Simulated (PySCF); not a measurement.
# Excitation energy of Sn by level of theory

Sn [Kr] 4d10 5s2 5p2 (3P) → Sn [Kr] 4d10 5s2 5p1 6s1 (3P), as a difference of total energies. Calculation: PySCF 2.14, in aug-cc-pVQZ-PP with one added diffuse shell each of s, p, d, f, g type with ECP28MDF (8s8p6d4f3g, 117 functions); a scalar-relativistic core potential. Correlated levels: valence: 4s2 4p6 4d10 frozen. The calculations carry no spin-orbit coupling.

```csv
method,excitation energy (eV)
UHF,4.046
LDA,4.164
PBE,4.060
PBE0,4.169
r2SCAN,4.357
CAM-B3LYP,4.253
wB97M-V,4.187
M06,4.018
MP2 (valence),4.208
SCS-MP2 (valence),4.188
```

Errors of the correlated levels include the incompleteness of this basis and the frozen core.

Task: Which method comes closest to the reference value, and which is furthest?

Result: The reference is 4.275 eV (measured; NIST levels, between the centres of gravity of the two terms). Closest: CAM-B3LYP (error -0.022 eV); furthest: M06 (error -0.257 eV).
